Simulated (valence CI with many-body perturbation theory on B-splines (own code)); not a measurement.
## Sensitivity of CI+MBPT for Tb³³⁺

Calculated by relativistic CI+MBPT: four valence electrons over a frozen Dirac-Fock core [Ar] 3d10, radial functions for each j: 6 s, 6 p, 5 d, 3 f, 1 g, with the one-electron correlation potential Σ1 (screened to all orders), the two-electron term Σ2, the three-electron term Σ3, Breit, model QED; selected single and double excitations, second order for the rest, scaled by the run's own slope (own B-spline code, finite nucleus).

No measured spectrum was set against this ion. As an estimate, large intervals hold to a few tenths of a per cent, small ones and those within an open d or f shell to about a per cent.

The reference run has the lowest level (4s^2 4p1/2^2) J=0 and an ionisation energy of 1395.02 eV. Its largest variational space holds 9992 state functions.

Levels are named by their leading jj configuration (3d3/2^4 stands for four electrons in 3d with j = 3/2), which in mixed levels can hold well under half, so a name can repeat and another be missing. Letters in brackets count levels of one name in rising energy.

Changed runs:
A. scale of Σ1 1 → 0; scale of Σ2 1 → 0; three-electron term on → off
B. cutoff of virtual states (hartree) 8450 → 4560; orbitals per symmetry with explicit Σ2 and valence Breit (the others get mean screening factors) 5 → 7
C. highest l in the core sums 6 → 4
D. Davidson iteration limit 60 → 2 (bad on purpose)

Excitation energies of the reference run in cm⁻¹, and shifts in cm⁻¹:

| Level | Reference | A | B | C | D |
| --- | --- | --- | --- | --- | --- |
| (4s^2 4p1/2 4p3/2) J=1 | 353109 | -2749 | -8.4 | +64 | 0 |
| (4s^2 4p1/2 4p3/2) J=2 | 381375 | -2266 | -8.5 | +60 | 0 |
| (4s^2 4p3/2^2) J=2 | 755739 | -4725 | -17 | +121 | +0.1 |
| (4s^2 4p3/2^2) J=0 | 818197 | -3512 | -19 | +112 | 0 |
| (4s 4p1/2^2 4p3/2) J=2 | 949464 | -3786 | -0.1 | -76 | 0 |
| (4s 4p1/2^2 4p3/2) J=1 | 1046710 | +208 | -0.8 | -81 | 0 |
| (4s 4p1/2 4p3/2^2) J=2 [a] | 1273070 | -7174 | -10 | -15 | 0 |
| (4s^2 4p1/2 4d3/2) J=2 | 1327740 | -1985 | -28 | -14 | +0.1 |
| (4s 4p1/2 4p3/2^2) J=3 | 1329010 | -5754 | -10 | -18 | +0.1 |
| (4s 4p1/2 4p3/2^2) J=0 | 1389320 | -4151 | -10 | -28 | 0 |
| (4s 4p1/2 4p3/2^2) J=1 [a] | 1408600 | +54 | -13 | -24 | 0 |
| (4s 4p1/2 4p3/2^2) J=1 [b] | 1449030 | +1981 | -13 | -37 | 0 |
| Ionisation energy (eV) | 1395.02 | -1.63 | -0.0054 | +0.08 | 0 |

Run D: The Davidson iterations stopped at their limit.
